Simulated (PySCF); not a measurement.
## TDDFT excited states: C3H8O2Si2

Species: C3H8O2Si2.
Cartesian coordinates in Å at the GFN2-xTB level; atoms count from 1:
```xyz
15
C3H8O2Si2 angstrom
C     -2.5807    0.6491    0.2917
O     -1.4226    0.2923    1.0054
C     -0.2559    0.1579    0.3036
C     -0.0990    0.3323   -1.0111
O      1.1121    0.1741   -1.6159
Si     2.4505   -0.2443   -0.7449
Si     1.3077   -0.3203    1.2610
H     -3.3811    0.7037    1.0281
H     -2.4636    1.6228   -0.1959
H     -2.8290   -0.1024   -0.4653
H     -0.8697    0.6056   -1.7188
H      3.4071    0.8322   -1.0034
H      2.9198   -1.4829   -1.3663
H      1.1091   -1.6135    1.9234
H      1.5908    0.6890    2.2866
```

Method: PySCF, TDDFT PBE0/def2-SVPD, vertical, gas phase, core orbitals frozen in the response.

```tsv
state	E (eV)	E (kJ/mol)	λ (nm)	f	symmetry	main configurations (H = HOMO, L = LUMO)
S1	4.57	441	271.1	0.0003	–	H→L (99%)
S2	4.86	469	255.1	0.050	A′	H→L+1 (96%)
S3	5.18	500	239.4	0.0000	–	H→L+2 (98%)
S4	5.65	545	219.4	0.012	A″	H→L+3 (98%)
S5	6.15	593	201.7	0.0021	A″	H→L+4 (97%)
S6	6.34	612	195.4	0.030	A′	H-1→L (48%), H→L+5 (48%)
S7	6.36	613	195.1	0.0064	A″	H-1→L+1 (93%)
S8	6.47	625	191.5	0.015	A″	H→L+6 (81%), H→L+7 (10%)
```

Triplets (Tamm–Dancoff): T1 3.64 eV, H→L+1 (80%), H→L+5 (16%); T2 4.45 eV, H→L (98%); T3 5.07 eV, H→L+2 (95%).

The lowest singlet lies at 4.57 eV (271 nm, ultraviolet) and is dark (f under 0.0005); its leading configuration is HOMO→LUMO (99%). The most intense listed level is S2 at 4.86 eV (255 nm, f = 0.050), 0.29 eV above S1. Löwdin shares by element: HOMO carbon 45% or more, oxygen 42%; LUMO silicon 60%, hydrogen 17% or more (atoms not listed hold the other 23%). Orbital energies (eV): HOMO-3 -9.26, HOMO-2 -9.10, HOMO-1 -7.98, HOMO -6.11, LUMO -0.34, LUMO+1 -0.22, LUMO+2 0.25. Of the 8 states listed, 4 reach f = 0.01 and 2 stay under 0.0005. Weighted by f, the mean energy of these states is 5.64 eV. Symmetry labels in Cs follow from the direction of the transition dipole and are given only for states with f of 0.002 or more. Singlets were solved by full linear response, triplets in the Tamm–Dancoff approximation.

One conformer stands for the species.
